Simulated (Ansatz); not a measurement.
B₂FH₆NSi (`BN(B)[SiH2]F`), relaxed with RKS PBE-D4/def2-SVP in Ansatz 0.2.0 from a rough embedded geometry. The force threshold is 0.03 eV/Å; the program also tests the step.

Total charge 0; spin multiplicity 1.

Start:

```xyz
11

B     0.534   -0.691    1.282
N    -0.020   -0.673   -0.110
B    -1.496   -0.409    0.039
Si    0.636    0.652   -1.070
F     2.324    0.477   -1.256
H     0.506    0.250    1.994
H     1.249   -1.613    1.614
H    -2.292   -1.220   -0.487
H    -1.924    0.499    0.600
H     0.027    0.774   -2.330
H     0.455    1.954   -0.276
```

```
step  energy (eV)  largest force (eV/Å)  largest move (Å)
   1  -13517.8934                 3.020             0.000
   2  -13518.2585                 1.103             0.199
   3  -13518.5041                 0.827             0.197
   4  -13518.7039                 0.766             0.196
   5  -13518.9170                 0.895             0.200
   6  -13519.2019                 0.812             0.194
   7  -13519.4798                 0.571             0.200
   8  -13519.6703                 0.490             0.195
   9  -13519.7935                 0.414             0.200
  10  -13519.8594                 0.296             0.200
  11  -13519.9024                 0.102             0.200
  12  -13519.9140                 0.220             0.200
  13  -13519.9236                 0.089             0.083
  14  -13519.9282                 0.177             0.099
  15  -13519.9287                 0.349             0.195
  16  -13519.9319                 0.131             0.052
  17  -13519.9359                 0.051             0.080
  18  -13519.9366                 0.087             0.063
  19  -13519.9374                 0.120             0.069
  20  -13519.9378                 0.076             0.015
  21  -13519.9383                 0.008             0.026
  22  -13519.9385                 0.016             0.049
  23  -13519.9387                 0.050             0.060
  24  -13519.9388                 0.027             0.004
```

End:

```xyz
11

B     0.493   -0.188    1.507
N    -0.176   -0.064    0.235
B    -1.535   -0.510    0.051
Si    0.747    0.577   -1.150
F     1.634   -0.639   -1.795
H    -0.107   -0.649    2.457
H     1.652    0.173    1.606
H    -2.047   -0.430   -1.051
H    -2.146   -0.959    0.999
H    -0.209    1.062   -2.192
H     1.694    1.628   -0.667
```

Run time 28 s (4 threads of an Arm Neoverse V2 on a shared host); peak host memory 0.15 GiB.
